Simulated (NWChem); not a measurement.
System: C3H7F; SMILES CC(C)F

Here is an NWChem input.

```
start job
memory heap 200 mb stack 900 mb global 1100 mb
geometry units angstroms noautosym nocenter noautoz
  C     -0.635790     0.104850     1.268004
  C      0.045904    -0.356832     0.000000
  C     -0.635790     0.104850    -1.268004
  F      1.344151     0.127803     0.000000
  H     -0.701989     1.203578     1.289265
  H     -1.653801    -0.306478     1.337805
  H     -0.067721    -0.223487     2.150379
  H      0.120513    -1.460266     0.000000
  H     -0.701989     1.203578    -1.289265
  H     -1.653801    -0.306478    -1.337805
  H     -0.067721    -0.223487    -2.150379
end
basis spherical
  * library def2-svp
end
dft
  xc xpbe96 cpbe96
  iterations 150
end
cosmo
  do_cosmo_smd true
  solvent methanol
end
task dft energy
```

Output (shortened):

```
             Northwest Computational Chemistry Package (NWChem) 7.3.0
             --------------------------------------------------------

                             Geometry "geometry" -> ""
                             -------------------------

 Output coordinates in angstroms (scale by  1.889725989 to convert to a.u.)

  No.       Tag          Charge          X              Y              Z
 ---- ---------------- ---------- -------------- -------------- --------------
    1 C                    6.0000    -0.63579000     0.10485000     1.26800400
    2 C                    6.0000     0.04590400    -0.35683200     0.00000000
    3 C                    6.0000    -0.63579000     0.10485000    -1.26800400
    4 F                    9.0000     1.34415100     0.12780300     0.00000000
    5 H                    1.0000    -0.70198900     1.20357800     1.28926500
    6 H                    1.0000    -1.65380100    -0.30647800     1.33780500
    7 H                    1.0000    -0.06772100    -0.22348700     2.15037900
    8 H                    1.0000     0.12051300    -1.46026600     0.00000000
    9 H                    1.0000    -0.70198900     1.20357800    -1.28926500
   10 H                    1.0000    -1.65380100    -0.30647800    -1.33780500
   11 H                    1.0000    -0.06772100    -0.22348700    -2.15037900

 Effective nuclear repulsion energy (a.u.)     132.8565996384

  pbe96 is a nonlocal functional; adding pw91lda local functional.

                                 NWChem DFT Module
                                 -----------------

 Summary of "ao basis" -> "ao basis" (spherical)
 ------------------------------------------------------------------------------
       Tag                 Description            Shells   Functions and Types
 ---------------- ------------------------------  ------  ---------------------
 C                          def2-svp                 6       14   3s2p1d
 F                          def2-svp                 6       14   3s2p1d
 H                          def2-svp                 3        5   2s1p

 in cosmo_initialize ...
 calling solv_data for solv:methanol

 solvent parameters
 solvname_short: methanol
 solvname_long:  methanol
 dielec:       32.6130
 dielecinf:     1.7657
 nonaqueous SMD model solvent descriptors
 dielec:       32.6130
 sola:          0.4300
 solb:          0.4700
 solc:          0.0000
 solg:         31.7700
 solh:          0.0000
 soln:          1.3288

          ---------------
          -cosmo- solvent
          ---------------
 Cosmo: York-Karplus, doi: 10.1021/jp992097l
 dielectric constant -eps-     =  32.61
 screen = (eps-1)/(eps    )    =   0.96934
 surface charge correction     = lagrangian

   van der Waals surface
 --------------------------

[...]

                                COSMO-SMD solvation results
                                ---------------------------

             internal energy in gas <Psi(g)|H|Psi(g)> =      -217.945521857892
         internal energy in solvent <Psi(s)|H|Psi(s)> =      -217.944923905649
                               delta internal energy  =         0.000597952243 (    0.38 kcal/mol)
   total free energy in solvent <Psi(s)|H+V/2|Psi(s)> =      -217.949676490949
 polarization energy contribution <Psi(s)|V/2|Psi(s)> =        -0.004752585300 (   -2.98 kcal/mol)
    total free energy in solvent including G(SMD-CDS) =      -217.950198151305
                       G(SMD-CDS) energy contribution =        -0.000521660356 (   -0.33 kcal/mol)
     1 M fixed-concentration free energy of solvation =        -0.004676293413 (   -2.93 kcal/mol)

                       DFT Final Molecular Orbital Analysis
                       ------------------------------------

 Vector   15  Occ=2.000000D+00  E=-3.189795D-01
              MO Center= -3.1D-01, -3.9D-02, -8.6D-09, r^2= 3.7D+00
   Bfn.  Coefficient  Atom+Function         Bfn.  Coefficient  Atom+Function
  ----- ------------  ---------------      ----- ------------  ---------------
    67      0.267425   7 H  s                87     -0.267425  11 H  s
    48      0.246004   4 F  pz                6      0.224950   1 C  pz
    34      0.224950   3 C  pz                4      0.203722   1 C  px
    32     -0.203722   3 C  px               51     -0.167273   4 F  pz
    62     -0.158125   6 H  s                82      0.158125  10 H  s

 Vector   16  Occ=2.000000D+00  E=-2.750018D-01
              MO Center=  3.8D-01,  1.5D-02, -9.9D-09, r^2= 2.3D+00
   Bfn.  Coefficient  Atom+Function         Bfn.  Coefficient  Atom+Function
  ----- ------------  ---------------      ----- ------------  ---------------
    48      0.484081   4 F  pz               51     -0.344289   4 F  pz
    20      0.295110   2 C  pz                6     -0.234393   1 C  pz
    34     -0.234393   3 C  pz                3      0.153573   1 C  s
    31     -0.153573   3 C  s                 4      0.125786   1 C  px
    32     -0.125786   3 C  px                9     -0.118918   1 C  pz

 Vector   17  Occ=2.000000D+00  E=-2.674255D-01
              MO Center=  3.8D-01, -2.0D-01,  5.0D-09, r^2= 2.3D+00
   Bfn.  Coefficient  Atom+Function         Bfn.  Coefficient  Atom+Function
  ----- ------------  ---------------      ----- ------------  ---------------
    47      0.410888   4 F  py               72     -0.318295   8 H  s
    50     -0.288714   4 F  py               19      0.286503   2 C  py
    73     -0.192386   8 H  s                46     -0.157629   4 F  px
    58     -0.131230   5 H  s                78     -0.131230   9 H  s
    57     -0.129503   5 H  s                77     -0.129503   9 H  s

 Vector   18  Occ=0.000000D+00  E= 4.538142D-02
              MO Center= -8.4D-01, -3.8D-01,  2.2D-08, r^2= 6.3D+00
   Bfn.  Coefficient  Atom+Function         Bfn.  Coefficient  Atom+Function
  ----- ------------  ---------------      ----- ------------  ---------------
     3      1.347933   1 C  s                31      1.347933   3 C  s
    63     -0.826475   6 H  s                73     -0.826435   8 H  s
    83     -0.826475  10 H  s                68     -0.679226   7 H  s
    88     -0.679226  11 H  s                17      0.566924   2 C  s
    58     -0.516147   5 H  s                78     -0.516147   9 H  s

 Vector   19  Occ=0.000000D+00  E= 7.492174D-02
              MO Center= -3.7D-01,  4.6D-01,  2.5D-08, r^2= 5.0D+00
   Bfn.  Coefficient  Atom+Function         Bfn.  Coefficient  Atom+Function
  ----- ------------  ---------------      ----- ------------  ---------------
    58     -1.018932   5 H  s                78     -1.018932   9 H  s
     3      0.962038   1 C  s                31      0.962038   3 C  s
    73      0.803292   8 H  s                17     -0.772029   2 C  s
    21      0.476688   2 C  px                8      0.381655   1 C  py
    36      0.381655   3 C  py               68     -0.339108   7 H  s

 Vector   20  Occ=0.000000D+00  E= 8.793816D-02
              MO Center= -4.2D-01, -3.7D-01,  8.0D-08, r^2= 6.0D+00
   Bfn.  Coefficient  Atom+Function         Bfn.  Coefficient  Atom+Function
  ----- ------------  ---------------      ----- ------------  ---------------
    73      0.941261   8 H  s                68      0.838851   7 H  s
    88      0.838850  11 H  s                63     -0.713885   6 H  s
    83     -0.713886  10 H  s                17     -0.706555   2 C  s
     7     -0.519938   1 C  px               35     -0.519938   3 C  px
    58     -0.499147   5 H  s                78     -0.499147   9 H  s

     Multipole analysis of the density
     ---------------------------------

     L   x y z        total         alpha         beta         nuclear
     -   - - -        -----         -----         ----         -------
     0   0 0 0     -0.000000    -17.000000    -17.000000     34.000000

     1   1 0 0     -0.768154     -0.399945     -0.399945      0.031736
     1   0 1 0     -0.250624     -0.271194     -0.271194      0.291764
     1   0 0 1     -0.000000     -0.000000     -0.000000      0.000000

     2   2 0 0    -20.176767    -59.375241    -59.375241     98.573715
     2   1 1 0     -0.133121      0.244039      0.244039     -0.621199
     2   1 0 1     -0.000000     -0.000000     -0.000000      0.000000
     2   0 2 0    -18.301083    -20.506930    -20.506930     22.712777
     2   0 1 1      0.000000      0.000000      0.000000      0.000000
     2   0 0 2    -18.373956    -72.477169    -72.477169    126.580382
```

Level: PBE/def2-SVP, SMD on the gas-phase geometry. All runs use the structure optimised with PBE0/def2-SVP. Solvent: methanol.
